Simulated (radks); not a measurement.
Results of a calculation; reference values are marked as such.
Species: Ga2+. Configuration: [Ar] 3d10 4s1.

Level of theory: non-relativistic Kohn-Sham, revTPSS, spin-unpolarised, spherical densities, point nucleus; meta-GGA in the generalised Kohn-Sham scheme (a radial shooting solver on a logarithmic mesh with Libxc functionals).

Energy parts (eV):
total: -52337.155
kinetic: 52302.141
electron-nucleus: -124711.591
Hartree: 22085.468
exchange-correlation: -2013.173

Orbitals (lengths in bohr, moments of r in powers of bohr):
| orbital | occ. | eigenvalue (eV) | <r^4> | <r> | <r^2> |
|---|---|---|---|---|---|
| 1s | 2 | -10130.66 | 0.00002718 | 0.04939 | 0.003268 |
| 2s | 2 | -1255.706 | 0.005750 | 0.2213 | 0.05768 |
| 2p | 6 | -1112.380 | 0.004109 | 0.1923 | 0.04524 |
| 3s | 2 | -164.9198 | 0.4159 | 0.6625 | 0.5066 |
| 3p | 6 | -118.5182 | 0.5336 | 0.6844 | 0.5520 |
| 3d | 10 | -39.7286 | 1.662 | 0.7937 | 0.8138 |
| 4s | 1 | -25.2496 | 40.43 | 2.110 | 5.071 |

The highest occupied level is 4s at -25.250 eV. Virial ratio -V/T = 2.00067. The electron density at the nucleus is 2.042e+04 e/bohr^3. Summed over all electrons, <r^2> = 17.93 bohr^2, which gives a Langevin (diamagnetic) susceptibility term of -14.2 x 10^-6 cm^3/mol. For comparison, the ionisation energy in NIST's Atomic Spectra Database is 30.726 eV (measured). In exact Kohn-Sham theory the highest level is minus the ionisation energy, but local and semilocal functionals leave it too shallow, through self-interaction and a potential that decays too fast; potentials with the right tail come closer.

Run on one thread of a shared host, so times are rough (Arm Neoverse N1): 0.12 s of CPU time, 0.12 s wall, 13 iterations on 2486 mesh points.

Beside tabulated values, note that spin-unpolarised runs miss the spin-polarisation part of the exchange energy of open shells.
